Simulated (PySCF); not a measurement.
Cl2Mn (SMILES [Cl][Mn][Cl]), sextet, at a GFN2-xTB geometry (such geometries of metal compounds can be far from the true shape); SVWN5/STO-3G (PySCF).

Here is a job for PySCF.
```python
from pyscf import gto, scf, dft

mol = gto.Mole()
mol.atom = '''
    Mn    0.00000000    0.00000000    0.00000000
    Cl    0.00000000    0.00000000    1.97614452
    Cl   -0.00000000   -0.00000000   -1.97614452
'''
mol.basis = 'sto-3g'
mol.spin = 5
mol.verbose = 4
mol.build()

mf = dft.UKS(mol)
mf.xc = 'lda,vwn'
mf.diis = False
mf.damp = 0.3
mf.diis_start_cycle = 200
mf.max_cycle = 150
mf.kernel()
```

It wrote (shortened):

```
PySCF version 2.14.0

[INPUT] verbose = 4
[INPUT] num. atoms = 3
[INPUT] num. electrons = 59
[INPUT] charge = 0
[INPUT] spin (= nelec alpha-beta = 2S) = 5
[INPUT] symmetry False subgroup None
[INPUT] Mole.unit = angstrom
[INPUT] Symbol           X                Y                Z      unit          X                Y                Z       unit  Magmom
[...]
nuclear repulsion = 266.309842693054
number of shells = 18
number of NR pGTOs = 108
number of NR cGTOs = 36
basis = sto-3g
ecp = {}

******** <class 'pyscf.dft.uks.UKS'> ********
method = UKS
initial guess = minao
damping factor = 0.3
level_shift factor = 0
DIIS disabled
SCF conv_tol = 1e-09
SCF conv_tol_grad = None
SCF max_cycles = 150
direct_scf = True
direct_scf_tol = 1e-13
number electrons alpha = 32  beta = 27
XC library pyscf.dft.libxc version 7.1.2
    S. Lehtola, C. Steigemann, M. J. T. Oliveira, and M. A. L. Marques,  SoftwareX 7, 1–5 (2018)
XC functionals = lda,vwn
    P. A. M. Dirac,  Math. Proc. Cambridge Philos. Soc. 26, 376 (1930)
    F. Bloch,  Z. Phys. 57, 545 (1929)
    S. H. Vosko, L. Wilk, and M. Nusair,  Can. J. Phys. 58, 1200 (1980)
radial grids:
    Treutler-Ahlrichs [JCP 102, 346 (1995); DOI:10.1063/1.469408] (M4) radial grids

becke partition: Becke, JCP 88, 2547 (1988); DOI:10.1063/1.454033
pruning grids: <function nwchem_prune>
grids dens level: 3
symmetrized grids: False
atomic radii adjust function: <function treutler_atomic_radii_adjust>
small_rho_cutoff = 0
Set gradient conv threshold to 3.16228e-05
tot grids = 58664
init E= -2041.01554127139

cycle= 1 E= -2039.94998534409  delta_E= 1.07  |g|= 1.48  |ddm|= 6.78

cycle= 2 E= -2029.90092783398  delta_E=   10  |g|= 2.52  |ddm|= 7.72

cycle= 3 E= -2036.14782540711  delta_E= -6.25  |g|=  3.6  |ddm|= 8.35

cycle= 4 E= -2031.55676185089  delta_E= 4.59  |g|= 2.23  |ddm|= 8.42

cycle= 5 E= -2036.69432627964  delta_E= -5.14  |g|= 3.41  |ddm|= 8.34

cycle= 6 E= -2031.34891961737  delta_E= 5.35  |g|= 2.29  |ddm|= 8.34

cycle= 7 E= -2036.59489419908  delta_E= -5.25  |g|= 3.45  |ddm|= 8.35

cycle= 8 E= -2031.37399602905  delta_E= 5.22  |g|= 2.29  |ddm|= 8.35

cycle= 9 E= -2036.60916065053  delta_E= -5.24  |g|= 3.44  |ddm|= 8.35

cycle= 10 E= -2031.371250866  delta_E= 5.24  |g|= 2.29  |ddm|= 8.35

cycle= 11 E= -2036.60729738946  delta_E= -5.24  |g|= 3.44  |ddm|= 8.35

cycle= 12 E= -2031.37151473885  delta_E= 5.24  |g|= 2.29  |ddm|= 8.35

cycle= 13 E= -2036.60751155554  delta_E= -5.24  |g|= 3.44  |ddm|= 8.35

[...]

cycle= 118 E= -2031.37145278206  delta_E= 5.24  |g|= 2.29  |ddm|= 8.35

cycle= 119 E= -2036.60749575463  delta_E= -5.24  |g|= 3.44  |ddm|= 8.35

cycle= 120 E= -2031.37139496552  delta_E= 5.24  |g|= 2.29  |ddm|= 8.35

cycle= 121 E= -2036.60750361536  delta_E= -5.24  |g|= 3.44  |ddm|= 8.35

cycle= 122 E= -2031.37125696034  delta_E= 5.24  |g|= 2.29  |ddm|= 8.35

cycle= 123 E= -2036.60752235937  delta_E= -5.24  |g|= 3.44  |ddm|= 8.35

cycle= 124 E= -2031.37092813083  delta_E= 5.24  |g|= 2.29  |ddm|= 8.35

cycle= 125 E= -2036.60756682448  delta_E= -5.24  |g|= 3.44  |ddm|= 8.35

cycle= 126 E= -2031.37014795885  delta_E= 5.24  |g|= 2.29  |ddm|= 8.35

cycle= 127 E= -2036.60767112902  delta_E= -5.24  |g|= 3.44  |ddm|= 8.35

cycle= 128 E= -2031.36831543432  delta_E= 5.24  |g|= 2.29  |ddm|= 8.35

cycle= 129 E= -2036.60790950361  delta_E= -5.24  |g|= 3.44  |ddm|= 8.35

cycle= 130 E= -2031.36410853554  delta_E= 5.24  |g|= 2.29  |ddm|= 8.35

cycle= 131 E= -2036.60842223945  delta_E= -5.24  |g|= 3.44  |ddm|= 8.35

cycle= 132 E= -2031.35491648682  delta_E= 5.25  |g|= 2.29  |ddm|= 8.35

cycle= 133 E= -2036.60938348093  delta_E= -5.25  |g|= 3.44  |ddm|= 8.35

cycle= 134 E= -2031.33668062388  delta_E= 5.27  |g|=  2.3  |ddm|= 8.34

cycle= 135 E= -2036.61071545632  delta_E= -5.27  |g|= 3.44  |ddm|= 8.34

cycle= 136 E= -2031.30596500819  delta_E=  5.3  |g|= 2.31  |ddm|= 8.34

cycle= 137 E= -2036.61160010871  delta_E= -5.31  |g|= 3.44  |ddm|= 8.34

cycle= 138 E= -2031.26496838136  delta_E= 5.35  |g|= 2.32  |ddm|= 8.33

cycle= 139 E= -2036.61101709874  delta_E= -5.35  |g|= 3.44  |ddm|= 8.33

cycle= 140 E= -2031.22289431269  delta_E= 5.39  |g|= 2.33  |ddm|= 8.33

cycle= 141 E= -2036.6092300127  delta_E= -5.39  |g|= 3.44  |ddm|= 8.33

cycle= 142 E= -2031.18840577857  delta_E= 5.42  |g|= 2.34  |ddm|= 8.33

cycle= 143 E= -2036.60729370019  delta_E= -5.42  |g|= 3.44  |ddm|= 8.33

cycle= 144 E= -2031.16411727917  delta_E= 5.44  |g|= 2.35  |ddm|= 8.32

cycle= 145 E= -2036.60578558732  delta_E= -5.44  |g|= 3.44  |ddm|= 8.33

cycle= 146 E= -2031.14850527912  delta_E= 5.46  |g|= 2.35  |ddm|= 8.32

cycle= 147 E= -2036.60477407954  delta_E= -5.46  |g|= 3.44  |ddm|= 8.32

cycle= 148 E= -2031.13898860881  delta_E= 5.47  |g|= 2.36  |ddm|= 8.32

cycle= 149 E= -2036.60414515604  delta_E= -5.47  |g|= 3.44  |ddm|= 8.32

cycle= 150 E= -2031.13336116518  delta_E= 5.47  |g|= 2.36  |ddm|= 8.32
SCF not converged.
SCF energy = -2031.13336116518 after 150 cycles  <S^2> = 8.7528919  2S+1 = 6.0009639
```

Convergence was not reached.
